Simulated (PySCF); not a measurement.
**s to d promotion along the 3d series**

Calculated with PySCF 2.14 from differences of total energies of unrestricted determinants, without spin-orbit coupling. Basis: def2-QZVPPD, non-relativistic. Energy of d^(n+1) s¹ above d^n s² in eV (negative where d^(n+1) s¹ lies lower), between high-spin terms; measured values are centres of gravity of the terms (NIST).

| element | terms | UHF | LDA | PBE | r2SCAN | PBE0 | MP2 (valence and next inner shell) | CCSD(T) (valence) | measured |
| --- | --- | --- | --- | --- | --- | --- | --- | --- | --- |
| Sc | 3d1 4s2 (2D) → 3d2 4s1 (4F) | 0.991 | 0.524 | 0.472 | n/a | 0.591 | 1.279 | 1.576 | 1.427 |
| V | 3d3 4s2 (4F) → 3d4 4s1 (6D) | 0.233 | -0.969 | -0.845 | -0.754 | -0.574 | -0.281 | 0.381 | 0.245 |
| Cr | 3d4 4s2 (5D) → 3d5 4s1 (7S) | -1.058 | -2.135 | -2.065 | -2.163 | -1.811 | -1.691 | -0.983 | -1.003 |
| Mn | 3d5 4s2 (6S) → 3d6 4s1 (6D) | 3.173 | 0.975 | 0.855 | 1.213 | 1.369 | 1.670 | 2.280 | 2.145 |
| Fe | 3d6 4s2 (5D) → 3d7 4s1 (5F) | 1.843 | -0.126 | -0.202 | n/a | 0.251 | 0.167 | 0.890 | 0.875 |
| Co | 3d7 4s2 (4F) → 3d8 4s1 (4F) | 1.634 | -0.707 | -0.582 | -0.352 | -0.103 | -0.615 | 0.405 | 0.417 |
| Ni | 3d8 4s2 (3F) → 3d9 4s1 (3D) | 1.394 | -1.239 | -0.903 | -0.240 | -0.409 | -1.399 | -0.077 | n/a |
| Cu | 3d9 4s2 (2D) → 3d10 4s1 (2S) | -0.198 | -2.539 | -2.260 | -1.933 | -1.819 | -3.169 | -1.693 | -1.490 |

Q: Which way does each method err?

A: Mean (and mean absolute) errors over the 5 elements with all values: UHF 0.69 (0.72) eV; LDA -1.14 (1.14) eV; PBE -1.04 (1.04) eV; r2SCAN -0.86 (0.86) eV; PBE0 -0.65 (0.65) eV; MP2 (valence and next inner shell) -0.88 (0.88) eV; CCSD(T) (valence) 0.02 (0.10) eV. A negative mean favours the extra d electron, a positive one the s² configuration.
